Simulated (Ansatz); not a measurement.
Sn₂H₄⁺. Total charge 1; doublet. Geometry B3LYP-D4/def2-TZVP, basis def2-TZVP, Ansatz.

```xyz
6

Sn    2.256   -0.587   -0.597
Sn   -1.373   -0.122    0.327
H     2.271    0.225    0.977
H    -2.368   -0.397   -1.051
H     0.280   -0.642   -0.383
H    -1.065    1.522    0.727
```

```csv
run,HOMO (eV),LUMO (eV)
A,-10.63,-8.95
B,-11.23,-8.38
C,-13.70,-6.15
D,-13.21,-6.63
E,-10.27,-9.27
```

In the def2 sets Sn takes a core potential; there is no spin–orbit coupling. LC-ωPBE has ω = 0.4 bohr⁻¹. Another isomer (doublet) lies 0.39 eV lower at PBE0-D4/def2-TZVP; other spin states weren't run for this one.

HOMO and LUMO are taken over both spins.

The runs used LC-ωPBE, PBE, PBE0, r2SCAN, ωB97M-V. Estimate which is which.

A r2SCAN (0 % exact exchange); B PBE0 (25 % exact exchange); C LC-ωPBE (range-separated); D ωB97M-V (range-separated); E PBE (0 % exact exchange). Exact exchange lowers occupied and raises empty levels; among semilocal functionals meta-GGAs tend to open the gap a little, and such runs are hard to tell apart. The gap grows from 1.00 eV (PBE) to 7.55 eV (LC-ωPBE).
